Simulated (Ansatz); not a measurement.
Several settings on one geometry of (HMg-mu-Cl)2 (Mg₂H₂Cl₂) (that of the charge 0 singlet, PBE0-D4/def2-SVP). Ansatz on 2 threads of Intel Xeon 6975P-C on a shared host; times are rough.

Cartesian coordinates in Å:
```
Mg -0.994 -0.032 1.364
H -1.983 -0.060 2.730
Cl 0.798 -1.408 0.548
Mg 0.993 0.031 -1.365
H 1.989 0.065 -2.726
Cl -0.803 1.404 -0.552
```

Totals from different functionals, basis sets or treatments of relativity can't be compared as stabilities.

DK, ANO-RCC and x2c sets are all-electron and run with scalar relativity unless a key says otherwise. The 6-31G sets use Cartesian d functions.

The spins typed aren't always the lowest for that charge.

Question: Give the basis size and estimate the energy, ⟨S²⟩, dipole and time of these runs.

```tsv
run	method	charge	state	further keys
1	RKS PBE0-D3(BJ)-ATM/aug-cc-pVDZ	0	singlet	scf: {omitted_lower_state_checks: [starts]}
2	UKS r2SCAN0/cc-pVTZ-DK	1	doublet	scf: {omitted_lower_state_checks: [starts]}
3	RKS BLYP/6-31G*	0	singlet	accuracy: high; scf: {omitted_lower_state_checks: [starts]}; forces asked
4	RKS ωB97M-V/6-31++G**	0	singlet	accuracy: high; scf: {omitted_lower_state_checks: [starts]}; forces asked
5	RKS BLYP/ANO-RCC-VTZP	0	singlet	forces asked
6	RKS ωB97X-V/6-31G*	0	singlet	scf: {omitted_lower_state_checks: [starts]}; forces asked
7	UKS CAM-B3LYP/6-31G*	-1	doublet	fitting: {mean_field: def2-universal-jkfit}; scf: {omitted_lower_state_checks: [starts]}
8	UKS revPBE0-D4/6-31G	0	triplet	point_charges: [{charge: 2.00, position_ang: [6.022, 0.582, -0.942]}]; scf: {omitted_lower_state_checks: [starts]}; forces asked
```

Answer: 
```tsv
run	functions	energy (Eh)	⟨S²⟩	dipole (D)	wall time
1	126	-1321.4301	–	–	1.9 s
2	164	-1324.9493	0.78	–	7.5 s
3	80	-1321.8543	–	0.01	3 s
4	104	-1321.7995	–	0.01	35 s
5	164	-1325.4584	–	0.01	3.8 s
6	80	-1321.6610	–	0.01	3.5 s
7	80	-1321.8718	0.75	–	2.1 s
8	56	-1321.4399	2.02	11.86	1.3 s
```

The highest occupied level of an anion often lies above zero with these methods, and sets without diffuse functions describe the outer electron poorly.
